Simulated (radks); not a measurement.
Results of a calculation; reference values are marked as such.
Species: Cd4+. Configuration: [Ar] 3d10 4s2 4p4 4d8 4f2 (not the ground configuration).

Code: a radial shooting solver on a logarithmic mesh with Libxc functionals. Model: Dirac Kohn-Sham, PBEsol, spin-unpolarised, spherical densities, point nucleus; open shells fill j = l - 1/2 first.

Energy parts (eV):
total: -151877.378
kinetic: 159272.582
electron-nucleus: -365527.505
Hartree: 58437.290
exchange-correlation: -4059.745

Orbitals (lengths in bohr, moments of r in powers of bohr; r(90%) holds 90 % of the orbital's charge):
orbital	occ.	eigenvalue (eV)	r(90%)	<r>	<r^4>	<r^2>
1s1/2	2	-26574.62	0.0546	0.03041	4.069e-06	0.001250
2s1/2	2	-4009.599	0.203	0.1313	0.0007165	0.02038
2p1/2	2	-3738.949	0.182	0.1112	0.0004648	0.01520
2p3/2	4	-3546.543	0.189	0.1164	0.0005391	0.01652
3s1/2	2	-807.3968	0.527	0.3579	0.03292	0.1466
3p1/2	2	-698.8778	0.526	0.3491	0.03232	0.1417
3p3/2	4	-664.4319	0.542	0.3601	0.03633	0.1506
3d3/2	4	-472.2432	0.525	0.3320	0.03205	0.1312
3d5/2	6	-465.2290	0.530	0.3355	0.03326	0.1338
4s1/2	2	-174.1208	1.24	0.8593	1.024	0.8339
4p1/2	2	-138.3479	1.33	0.9061	1.328	0.9348
4p3/2	2	-132.0053	1.36	0.9324	1.487	0.9896
4d3/2	4	-75.2566	1.65	1.087	3.155	1.375
4d5/2	4	-74.3172	1.66	1.097	3.270	1.400
4f5/2	2	-22.9844	3.58	2.187	65.84	5.849
4f7/2	0	-22.9579	3.59	2.192	66.31	5.873

The highest occupied level is 4f5/2 at -22.984 eV. The density falls to 0.001 e/bohr^3 at r = 3.86 bohr. Summed over all electrons, <r^2> = 30.96 bohr^2, which gives a Langevin (diamagnetic) susceptibility term of -24.5 x 10^-6 cm^3/mol.
